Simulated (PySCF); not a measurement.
# TDDFT excited states: Al2Cl4H2Se2

Compound: (Cl2Al-mu-SeH)2.
Geometry (PBE0-D3(BJ)/def2-SVP, Å), atoms numbered from 1 in this order:
```xyz
10
Al2Cl4H2Se2 angstrom
Al     1.355   -0.277    0.892
Cl     2.861    1.182    0.954
Cl     1.488   -2.118    1.903
Se     0.909   -0.673   -1.510
Al    -1.024    0.780   -0.986
Cl    -2.807   -0.246   -1.425
Cl    -0.557    2.694   -1.711
Se    -0.757    0.877    1.472
H      0.150   -1.913   -1.265
H     -1.494   -0.382    1.682
```

Computed with TDDFT wB97X-D/def2-SVPD, vertical, gas phase, core orbitals frozen in the response in PySCF 2.14.0, density-fitted response routines. Relativistic effects, spin–orbit coupling among them, are left out although an element past zinc is present.

Q: What does the calculation give for the low-lying excited states?

A: 

```json
{"state": "S1", "E (eV)": "6.52", "E (hartree)": "0.2396", "f": "0.0010", "|μ| (D)": "0.21", "main configurations (H = HOMO, L = LUMO)": "H→L (68%), H→L+1 (22%)"}
{"state": "S2", "E (eV)": "6.69", "E (hartree)": "0.2458", "f": "0.0000", "|μ| (D)": "0.00", "main configurations (H = HOMO, L = LUMO)": "H-1→L (52%), H-1→L+1 (21%), H-2→L+3 (9%)"}
{"state": "S3", "E (eV)": "6.97", "E (hartree)": "0.2560", "f": "0.0027", "|μ| (D)": "0.32", "main configurations (H = HOMO, L = LUMO)": "H-2→L (46%), H-1→L+3 (25%), H-2→L+1 (14%)"}
{"state": "S4", "E (eV)": "7.03", "E (hartree)": "0.2582", "f": "0.0002", "|μ| (D)": "0.08", "main configurations (H = HOMO, L = LUMO)": "H→L+2 (76%), H-1→L+1 (16%)"}
{"state": "S5", "E (eV)": "7.08", "E (hartree)": "0.2603", "f": "0.0001", "|μ| (D)": "0.04", "main configurations (H = HOMO, L = LUMO)": "H→L+3 (72%)"}
{"state": "S6", "E (eV)": "7.22", "E (hartree)": "0.2655", "f": "0.0019", "|μ| (D)": "0.26", "main configurations (H = HOMO, L = LUMO)": "H-1→L+1 (42%), H-1→L (26%), H→L+2 (8%)"}
{"state": "S7", "E (eV)": "7.27", "E (hartree)": "0.2671", "f": "0.057", "|μ| (D)": "1.44", "main configurations (H = HOMO, L = LUMO)": "H-1→L+2 (42%), H→L+1 (27%), H→L (13%)"}
{"state": "S8", "E (eV)": "7.40", "E (hartree)": "0.2720", "f": "0.247", "|μ| (D)": "2.97", "main configurations (H = HOMO, L = LUMO)": "H→L+1 (37%), H-1→L+2 (34%), H→L+5 (10%)"}
{"state": "S9", "E (eV)": "7.70", "E (hartree)": "0.2829", "f": "0.091", "|μ| (D)": "1.77", "main configurations (H = HOMO, L = LUMO)": "H-3→L+1 (24%), H-2→L+1 (20%), H-4→L+2 (12%)"}
{"state": "S10", "E (eV)": "7.72", "E (hartree)": "0.2838", "f": "0.027", "|μ| (D)": "0.96", "main configurations (H = HOMO, L = LUMO)": "H-4→L+1 (38%), H-3→L+2 (20%)"}
{"state": "S11", "E (eV)": "7.78", "E (hartree)": "0.2859", "f": "0.313", "|μ| (D)": "3.26", "main configurations (H = HOMO, L = LUMO)": "H-2→L+1 (42%), H-3→L+1 (12%), H-2→L (12%)"}
{"state": "S12", "E (eV)": "7.80", "E (hartree)": "0.2868", "f": "0.012", "|μ| (D)": "0.64", "main configurations (H = HOMO, L = LUMO)": "H-2→L+2 (67%), H-4→L (8%)"}
{"state": "S13", "E (eV)": "7.82", "E (hartree)": "0.2872", "f": "0.0001", "|μ| (D)": "0.07", "main configurations (H = HOMO, L = LUMO)": "H-1→L+7 (19%), H-5→L+2 (16%), H-6→L+1 (15%)"}
{"state": "S14", "E (eV)": "7.84", "E (hartree)": "0.2880", "f": "0.0026", "|μ| (D)": "0.30", "main configurations (H = HOMO, L = LUMO)": "H-5→L+1 (45%), H-6→L+2 (20%)"}
{"state": "S15", "E (eV)": "7.85", "E (hartree)": "0.2883", "f": "0.044", "|μ| (D)": "1.22", "main configurations (H = HOMO, L = LUMO)": "H-3→L (57%)"}
```

Triplets (Tamm–Dancoff): T1 6.07 eV, H→L (51%), H→L+1 (30%); T2 6.26 eV, H-1→L (33%), H-1→L+1 (23%), H→L+2 (17%); T3 6.44 eV, H-2→L (34%), H-1→L+3 (29%), H-2→L+1 (18%); T4 6.55 eV, H→L+3 (53%), H→L+2 (8%).

The lowest singlet lies at 6.52 eV (190 nm, vacuum ultraviolet) and is very weak; its leading configuration is HOMO→LUMO (68%). The most intense listed level is S11 at 7.78 eV (159 nm, f = 0.313), 1.26 eV above S1. S14/S15 lie within about 0.01 eV of each other. Löwdin shares by element: HOMO (one of a set within 0.03 eV) selenium 74%, aluminium 5% or more, chlorine 5% or more (atoms not listed hold the other 16%); LUMO selenium 36%, hydrogen 26% (atoms not listed hold the other 38%). The oscillator strengths of these states sum to 0.800; summed over the whole spectrum of an exact calculation they would give the number of electrons, 164 (Thomas–Reiche–Kuhn). Of the 15 states listed, 7 reach f = 0.01 and 4 stay under 0.0005. Orbital energies (eV): HOMO-3 -11.29, HOMO-2 -11.05, HOMO-1 -10.68, HOMO -10.67, LUMO 0.31, LUMO+1 0.47, LUMO+2 0.74. No computed singlet lies in the visible range (380 to 750 nm); the lowest, at 190 nm, stands 3.26 eV above its violet end (3.26 eV). The vertical ionisation energy (ΔSCF) is 10.75 eV, 2.91 eV above S15. Only the lowest 15 singlets were computed, as vertical energies without vibronic structure.

One conformer stands for the species.
